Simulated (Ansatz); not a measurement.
Program: Ansatz. Geometries: PBE0-D4/def2-TZVP. ΔE: electronic, gas phase. CBS: MP2 limit from def2 TZ/QZ plus the TZ coupled-cluster correction, frozen cores. Functionals use def2-TZVPP. For Ge outer-core shells are correlated without core-valence functions, which leaves a few kJ/mol of doubt a bond. Scalar relativity is left out up to krypton. One conformer a species, not always the lowest.

Consider the substitution at a C–S bond: `C[S][Ge]([F])([F])[F]` + `C[SiH](N)O` → `CN[SiH](C)O` + `[F][Ge]([F])([F])[SH]`.

`C[S][Ge]([F])([F])[F]`:

Z-matrix (Å, degrees):
```
C
S 1 1.823
H 1 1.088 2 111.1
H 1 1.088 2 111.1 3 -124.0
H 1 1.089 2 105.2 3 118.0
Ge 2 2.159 1 97.8 3 62.0
F 6 1.706 2 111.4 1 180.0
F 6 1.713 2 113.6 1 -59.1
F 6 1.713 2 113.6 1 59.1
```

`C[SiH](N)O`:

Z-matrix (Å, degrees):
```
C
Si 1 1.862
H 1 1.092 2 110.2
H 1 1.094 2 111.2 3 119.4
H 1 1.093 2 111.4 3 -119.9
N 2 1.716 1 106.8 3 175.6
O 2 1.649 1 113.3 3 54.6
H 2 1.487 1 110.5 3 -59.5
H 6 1.006 2 120.4 1 21.4
H 6 1.007 2 121.6 1 170.4
H 7 0.959 2 115.6 1 73.3
```

`CN[SiH](C)O`:

```xyz
14

C     1.322   -1.006    0.973
N     0.102   -0.258    1.174
Si   -0.932    0.329   -0.056
C    -0.073    1.313   -1.377
O    -1.651   -0.898   -0.898
H     2.225   -0.402    1.130
H     1.380   -1.876    1.635
H     1.357   -1.385   -0.051
H    -0.042    0.064    2.116
H    -1.934    1.146    0.686
H     0.386    2.210   -0.955
H     0.712    0.721   -1.854
H    -0.777    1.617   -2.154
H    -2.074   -1.576   -0.369
```

`[F][Ge]([F])([F])[SH]`:

Z-matrix (Å, degrees):
```
Ge
F 1 1.705
F 1 1.708 2 107.2
F 1 1.708 2 107.3 3 111.8
S 1 2.166 2 109.4 3 -124.1
H 5 1.346 1 91.5 2 -178.8
```

| level | ΔE (kcal/mol) | difference from CCSD(T)/CBS |
| --- | --- | --- |
| revPBE-D4 | 7.6 | -0.3 |
| BLYP-D4 | 7.4 | -0.5 |
| PBE0-D4 | 7.3 | -0.6 |
| r2SCAN0-D4 | 7.6 | -0.3 |
| BHLYP-D4 | 6.9 | -1.0 |
| ωB97M-V | 7.3 | -0.6 |
| r2SCANh | 7.8 | -0.1 |
| r2SCAN0 | 7.7 | -0.2 |
| CAM-B3LYP | 6.5 | -1.4 |
| MP2/def2-SVP | 3.4 | -4.5 |
| CCSD(T)/CBS | 7.9 | 0 |

Problem. What do rigid-rotor, harmonic-oscillator terms from PBE0-D4/def2-TZVP frequencies (298.15 K, 1 bar) make of the CCSD(T)/CBS value? (An estimate is asked.)

Solution. Ansatz gave: ΔZPE = -0.9 kcal/mol, ΔH = +7.0 kcal/mol, ΔS = 4 J/(mol·K), ΔG = +6.7 kcal/mol. Modes under 50 cm⁻¹ make the entropy rough.

Largest T1 diagnostic among the species: 0.012.

At CCSD(T), def2-SVP lies −5.4 kcal/mol from the extrapolated value and def2-TZVPP −1.1 kcal/mol. Leaving LDA and LC-ωPBE aside and taking each functional with its dispersion term where it has one, the values, not all of them listed here, spread over 1.4 kcal/mol, from CAM-B3LYP-D4 to r2SCAN-D4. LDA lies −1.3 kcal/mol from PBE without D4.

CCSD(T)/CBS has its own doubt, a few kJ/mol and more with outer-core shells, so smaller differences from it don't rank the levels.
